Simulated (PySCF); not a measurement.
# Oxygen: a sound run and one with changed settings

Sound run: O²⁺ [He] 2s2 2p2, O³⁺ [He] 2s2 2p1. Calculation: PySCF 2.14, in def2-TZVP (5s3p2d1f, 31 functions); no relativity, point nucleus. In the sound run the correlated levels freeze 1s2. The sound run starts from symmetry-adapted Hartree-Fock orbitals and uses a fine grid where one is needed.

A second run was set up differently.

```
species   method  sound run (hartree)  changed run (hartree)  converged
    O²⁺      UHF            -73.10312              -72.10797        yes
    O²⁺     BP86            -73.26834              -72.24789        yes
    O²⁺      PBE            -73.19784              -72.17774        yes
    O²⁺      MP2            -73.17651              -72.11973        yes
    O²⁺  CCSD(T)            -73.19961              -72.12986        yes
    O³⁺      UHF            -71.09636              -70.03453        yes
    O³⁺     BP86            -71.23630              -70.15171        yes
    O³⁺      PBE            -71.16673              -70.08198        yes
    O³⁺      MP2            -71.15637              -70.05893        yes
    O³⁺  CCSD(T)            -71.18711              -70.07898        yes
```

Ionisation energy of O²⁺:

```
 method  sound run (eV)  changed run (eV)
    UHF          54.607            56.421
   BP86          55.295            57.040
    PBE          55.269            57.029
    MP2          54.971            56.077
SCS-MP2          54.832            56.008
   CCSD          54.753            55.807
CCSD(T)          54.763            55.807
```

Task: What was changed?
A. angular grid far too coarse
B. minimal basis
C. too few SCF iterations
D. radial grid too coarse

Result: B. It used basis STO-3G. A minimal basis cannot let orbitals breathe on ionisation and holds almost no correlation.
